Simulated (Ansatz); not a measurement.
Basis-set extrapolation for CH9AlBNSi (`C[SiH2]B[NH][AlH2]`) (PBE0-D4/def2-TZVP geometry, frozen core, Ansatz). Multiplicity 1, RHF reference.

|  | def2-TZVPP | def2-QZVPP |
| --- | --- | --- |
| HF | -653.212015 | -653.234086 |
| MP2 correlation | -0.698032 | -0.745351 |
| CCSD(T) correlation | -0.790772 | not run |

Energies in hartree. Use E(X) = E(∞) + A·exp(−7.88·√X) for Hartree–Fock and E(X) = E(∞) + B·X^(−2.97) for correlation, with X = 3 and 4, and add CCSD(T) minus MP2 of the smaller set to the MP2 limit.

Problem. What is the CCSD(T) energy at the basis-set limit?

Solution. HF limit: -653.234086 + (-0.022071) × 0.13774 = -653.23713. MP2 limit: -0.745351 + (-0.047319) × 0.74074 = -0.78040. Higher-order term: -0.790772 − (-0.698032) = -0.09274. Total: -654.11027 hartree, 282.2 kJ/mol below CCSD(T)/def2-TZVPP.
